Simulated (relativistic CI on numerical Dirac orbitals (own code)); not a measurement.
## Hyperfine structure of C2+, mass number 13

Method of calculation: Dirac-Coulomb-Breit CI, separate exchange-only KLI orbitals for each configuration, model QED (radiative potential, 1s self-energy scaled to tabulated hydrogen-like ionisation energies), valence Slater integrals scaled by 0.85, P86 correlation energy added to each configuration (own radial code, finite nucleus).

Configurations in the expansion (outside the closed core 1s2): 2s2, 2s 2p, 2p2, 2p 3s, 2s 3s, 2p 3p, 2s 3p, 2s 3d, 2s 4s, 2s 4p, 2s 4d, 2s 4f, 3s2, 3s 3p, 3p2. Levels of other configurations are missing.

Nuclear spin I = 1/2, μ = 0.70237 μN (tables of Stone and Pyykkö). The electronic factors are computed for point nuclear moments, without core polarisation; leaving it out makes A of s and p electrons in near-neutral atoms 20 to 40 % too small, and it can dominate for d and f shells.

```csv
Level,E (cm⁻¹),A (MHz)
2s 2p 3P°_1,52757.2,1552
2s 2p 3P°_2,52809.7,1312
2s 2p 1P°_1,103813.6,369.4
2p2 3P_1,138793.1,-0.7228
2p2 3P_2,138836.4,229.4
2p2 1D_2,149988.5,365.5
2s 3s 3S_1,237427.6,3005
2s 3p 3P°_1,259533.6,1546
```

Levels with J = 0, under 50 % of one LS term, or S terms without an open s electron are left out. Small factors come from cancelling terms and can be off by tens of per cent or more.

For a near-neutral ion this model can misplace configurations by up to about 10,000 cm⁻¹ (more where the count of f electrons changes) and terms by 10 to 25 % of their spread. Rates follow the energies as ν³ (E1, M1) or ν⁵ (E2), so they and the lifetimes can be off by large factors. The fine structure of a lone outer electron comes out too small, for d and f at times inverted, and misplaced configurations move strength between like terms. 43 of the 66 excited levels that our extract of the measured tables holds in this range could be paired (the sources list more); they are missed by 1135 cm⁻¹ on average and 4303 at most, and levels without a partner can miss by more.

Question: Give the hyperfine levels of 2s 2p 3P°_1 relative to its centre of gravity.

Answer: With K = F(F + 1) − I(I + 1) − J(J + 1), E = AK/2: F = 1/2: -1552, F = 3/2: 775.9 MHz.
